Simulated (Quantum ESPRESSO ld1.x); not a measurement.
Values are calculated unless marked as measured or tabulated.
Question: The mean radii <r> (bohr) of the occupied orbitals of an atom or ion are listed with their occupations. Code: ld1.x of Quantum ESPRESSO 7.5. Model: scalar-relativistic Kohn-Sham, LDA (Slater exchange, Perdew-Wang correlation), spin-polarised, spherical densities, point nucleus.

| orbital | occ. | <r> |
|---|---|---|
| 1s | 2 | 0.02708 |

Name the element and its charge. Open shells, if any, are filled with parallel spins first.

Answer: Z = 53, iodine, charge +51: I51+ in [He]. The 1s radius gives Z: for a bare nucleus <r> = (2 gamma + 1)/(2Z) with gamma = sqrt(1 - (Z/c)^2), 0.02683 bohr for Z = 53, and screening makes it slightly larger (0.02708 here). The occupations add up to 2, and the charge is Z minus that.
